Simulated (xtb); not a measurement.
CH6AlOSi, doublet, from a rough starting geometry (GFN-xTB shapes and energies of metal compounds can be far from the true ones) (the spin is typed, not shown lowest); GFN2-xTB (xtb).

xtb was given this input:
```
$ xtb mol.xyz --gfn 2 --uhf 1 --opt vtight --json

# file mol.xyz
10

Al     0.11445644     0.01396044     1.14922258
C     -1.44351552     1.15881808     1.77310949
H     -1.97884145     0.64554394     2.50051160
H     -2.15614666     1.44077302     0.93568502
H     -1.11850202     2.13524865     2.08063419
O      0.70587565    -0.63186497    -0.34721829
Si     1.39416380    -1.12998118    -1.71658410
H      0.29324424    -1.73423338    -2.47234726
H      2.45873714    -1.95240068    -1.43449177
H      1.78883873     0.12464062    -2.44699327
```

It wrote (shortened):

```
   ID    Z sym.   atoms
    1   13 Al     1
    2    6 C      2
    3    1 H      3-5, 8-10
    4    8 O      6
    5   14 Si     7

           -------------------------------------------------
          |                Calculation Setup                |
           -------------------------------------------------

           -------------------------------------------------
          |                 G F N 2 - x T B                 |
           -------------------------------------------------

          ...................................................
          :                      SETUP                      :
          :.................................................:
          :  # basis functions                  34          :
          :  # atomic orbitals                  32          :
          :  # shells                           16          :
          :  # electrons                        23          :
          :  max. iterations                   250          :
          :  Hamiltonian                  GFN2-xTB          :
          :  restarted?                      false          :
          :  GBSA solvation                  false          :
          :  PC potential                    false          :
          :  electronic temp.          300.0000000     K    :
          :  accuracy                    1.0000000          :
          :  -> integral cutoff          0.2500000E+02      :
          :  -> integral neglect         0.1000000E-07      :
          :  -> SCF convergence          0.1000000E-05 Eh   :
          :  -> wf. convergence          0.1000000E-03 e    :
          :  Broyden damping             0.4000000          :
          :  net charge                          0          :
          :  unpaired electrons                  1          :
          ...................................................

 iter      E             dE          RMSdq      gap      omega  full diag
   1    -12.1489108 -0.121489E+02  0.100E+01    2.02       0.0  T
   2    -12.2199069 -0.709961E-01  0.416E+00    2.39       1.0  T
   3    -12.2166858  0.322112E-02  0.370E+00    2.60       1.0  T
   4    -12.2282480 -0.115623E-01  0.164E+00    2.85       1.0  T
   5    -12.2283225 -0.744903E-04  0.965E-01    2.85       1.0  T
   6    -12.2289406 -0.618086E-03  0.388E-01    2.84       1.0  T
   7    -12.2290538 -0.113205E-03  0.110E-01    2.83       1.0  T
   8    -12.2290554 -0.154538E-05  0.230E-02    2.83       1.4  T
   9    -12.2290568 -0.138614E-05  0.811E-03    2.83       3.9  T
  10    -12.2290568 -0.239416E-07  0.515E-03    2.83       6.1  T
  11    -12.2290568 -0.496223E-08  0.208E-03    2.83      15.2  T
  12    -12.2290568 -0.340522E-08  0.914E-04    2.83      34.6  T
  13    -12.2290568 -0.101531E-08  0.321E-04    2.83      98.7  T

   *** convergence criteria satisfied after 13 iterations ***

         :::::::::::::::::::::::::::::::::::::::::::::::::::::
         ::                     SUMMARY                     ::
         :::::::::::::::::::::::::::::::::::::::::::::::::::::
         :: total energy             -12.106542712730 Eh    ::
         :: gradient norm              0.105097226093 Eh/a0 ::
         :: HOMO-LUMO gap              2.828926692253 eV    ::
         ::.................................................::
         :: SCC energy               -12.229057951709 Eh    ::
         :: -> isotropic ES            0.047424637407 Eh    ::
         :: -> anisotropic ES          0.004396662593 Eh    ::
         :: -> anisotropic XC          0.000241374344 Eh    ::
         :: -> dispersion             -0.005077226873 Eh    ::
         :: repulsion energy           0.122515238979 Eh    ::
         :: add. restraining           0.000000000000 Eh    ::
         :: total charge              -0.000000000000 e     ::
         :::::::::::::::::::::::::::::::::::::::::::::::::::::

      -----------------------------------------------------------
     |                   =====================                   |
     |                        A N C O P T                        |
     |                   =====================                   |
     |               Approximate Normal Coordinate               |
     |                Rational Function Optimizer                |
      -----------------------------------------------------------
      -----------------------------------------------------------
     |                   =====================                   |
     |                        A N C O P T                        |
     |                   =====================                   |
     |               Approximate Normal Coordinate               |
     |                Rational Function Optimizer                |
      -----------------------------------------------------------

          ...................................................
          :                      SETUP                      :
          :.................................................:
          :   optimization level         verytight          :
          :   max. optcycles                   200          :
          :   ANC micro-cycles                  20          :
          :   degrees of freedom                24          :
          :.................................................:
          :   RF solver                   davidson          :
          :   write xtbopt.log                true          :
          :   linear?                        false          :
          :   energy convergence         0.1000000E-06 Eh   :
          :   grad. convergence          0.2000000E-03 Eh/α :
          :   maxmium RF displ.          1.0000000          :
          :   Hlow (freq-cutoff)         0.1000000E-01      :
          :   Hmax (freq-cutoff)         5.0000000          :
          :   S6 in model hess.         20.0000000          :
          ...................................................

generating ANC from exact Hessian ...
Using Lindh-Hessian (1995)
[...]
 * total energy  :   -12.1167635 Eh     change       -0.1954119E-04 Eh
 * total energy  :   -12.1167639 Eh     change       -0.4136496E-06 Eh
 * total energy  :   -12.1167752 Eh     change       -0.1123855E-04 Eh
 * total energy  :   -12.1167809 Eh     change       -0.5713096E-05 Eh
 * total energy  :   -12.1167876 Eh     change       -0.6764707E-05 Eh
 * total energy  :   -12.1167884 Eh     change       -0.7752046E-06 Eh
 * total energy  :   -12.1167928 Eh     change       -0.4393223E-05 Eh
 * total energy  :   -12.1167938 Eh     change       -0.1014068E-05 Eh
 * total energy  :   -12.1167946 Eh     change       -0.8065267E-06 Eh
 * total energy  :   -12.1167952 Eh     change       -0.5456590E-06 Eh
 * total energy  :   -12.1167956 Eh     change       -0.3972252E-06 Eh
 * total energy  :   -12.1167958 Eh     change       -0.2276889E-06 Eh
 * total energy  :   -12.1167959 Eh     change       -0.6872950E-07 Eh
   *** GEOMETRY OPTIMIZATION CONVERGED AFTER 40 ITERATIONS ***
[...]

         :::::::::::::::::::::::::::::::::::::::::::::::::::::
         ::                     SUMMARY                     ::
         :::::::::::::::::::::::::::::::::::::::::::::::::::::
         :: total energy             -12.116795858685 Eh    ::
         :: gradient norm              0.000119747745 Eh/a0 ::
         :: HOMO-LUMO gap              2.848888617126 eV    ::
         ::.................................................::
         :: SCC energy               -12.226328331449 Eh    ::
         :: -> isotropic ES            0.048400717333 Eh    ::
         :: -> anisotropic ES          0.004332270548 Eh    ::
         :: -> anisotropic XC          0.000982896868 Eh    ::
         :: -> dispersion             -0.005132601183 Eh    ::
         :: repulsion energy           0.109532472763 Eh    ::
         :: add. restraining           0.000000000000 Eh    ::
         :: total charge               0.000000000000 e     ::
         :::::::::::::::::::::::::::::::::::::::::::::::::::::

           -------------------------------------------------
          |                Property Printout                |
           -------------------------------------------------

    * Orbital Energies and Occupations

         #    Occupation            Energy/Eh            Energy/eV
      -------------------------------------------------------------
         1        2.0000           -0.7342670             -19.9804
         2        2.0000           -0.6180889             -16.8191
         3        2.0000           -0.5650202             -15.3750
         4        2.0000           -0.4879918             -13.2789
         5        2.0000           -0.4694868             -12.7754
         6        2.0000           -0.4691906             -12.7673
         7        2.0000           -0.4574112             -12.4468
         8        2.0000           -0.4569211             -12.4335
         9        2.0000           -0.4090449             -11.1307
        10        2.0000           -0.4088473             -11.1253
        11        2.0000           -0.4022803             -10.9466
        12        1.0000           -0.2876915              -7.8285 (HOMO)
        13                         -0.1829968              -4.9796 (LUMO)
        14                         -0.1722663              -4.6876
        15                         -0.1583385              -4.3086
        16                         -0.1532690              -4.1707
        17                         -0.1357206              -3.6931
        18                         -0.0888741              -2.4184
        19                         -0.0772181              -2.1012
        20                         -0.0615337              -1.6744
        21                         -0.0298298              -0.8117
        22                          0.0272933               0.7427
        23                          0.0529510               1.4409
       ...                                ...                  ...
        32                          0.8932831              24.3075
      -------------------------------------------------------------
                  HL-Gap            0.1046947 Eh            2.8489 eV
             Fermi-level           -0.2901650 Eh           -7.8958 eV

     #   Z          covCN         q      C6AA      α(0)
     1  13 Al       1.618     0.309   194.290    34.183
     2   6 C        3.602    -0.215    25.456     7.295
     3   1 H        0.924     0.045     2.389     2.417
     4   1 H        0.924     0.046     2.374     2.410
     5   1 H        0.924     0.046     2.375     2.410
     6   8 O        1.504    -0.447    21.910     6.312
     7  14 Si       3.578     0.515    98.096    19.044
     8   1 H        0.918    -0.100     5.567     3.690
     9   1 H        0.918    -0.096     5.424     3.643
    10   1 H        0.918    -0.101     5.611     3.705

 Mol. C6AA /au·bohr⁶  :       1962.204758
 Mol. C8AA /au·bohr⁸  :      91784.930222
 Mol. α(0) /au        :         85.108726

Wiberg/Mayer (AO) data.
largest (>0.10) Wiberg bond orders for each atom

 ---------------------------------------------------------------------------
     #   Z sym  total        # sym  WBO       # sym  WBO       # sym  WBO
 ---------------------------------------------------------------------------
     1  13 Al   2.604 --     6 O    1.267     2 C    1.047
     2   6 C    3.876 --     1 Al   1.047     3 H    0.937     5 H    0.932
                             4 H    0.932
     3   1 H    0.996 --     2 C    0.937
     4   1 H    0.998 --     2 C    0.932
     5   1 H    0.998 --     2 C    0.932
     6   8 O    2.405 --     1 Al   1.267     7 Si   1.034
     7  14 Si   3.821 --     6 O    1.034     9 H    0.893     8 H    0.892
                            10 H    0.892
     8   1 H    0.990 --     7 Si   0.892
     9   1 H    0.990 --     7 Si   0.893
    10   1 H    0.990 --     7 Si   0.892
 ---------------------------------------------------------------------------

Topologies differ in total number of bonds
Writing topology from bond orders to xtbtopo.mol

molecular dipole:
                 x           y           z       tot (Debye)
 q only:       -0.023      -0.102       0.203
   full:       -0.209       0.097       0.346       1.057
molecular quadrupole (traceless):
                xx          xy          yy          xz          yz          zz
 q only:       -0.816       0.225      -1.389      -1.249      -0.376       2.205
  q+dip:       -0.331      -0.689      -0.157      -0.787       0.165       0.488
   full:       -0.196       0.798      -1.193      -0.526      -0.053       1.389

optimized geometry written to: xtbopt.xyz

           -------------------------------------------------
          | TOTAL ENERGY              -12.116795858685 Eh   |
          | GRADIENT NORM               0.000119747745 Eh/α |
          | HOMO-LUMO GAP               2.848888617126 eV   |
           -------------------------------------------------
```
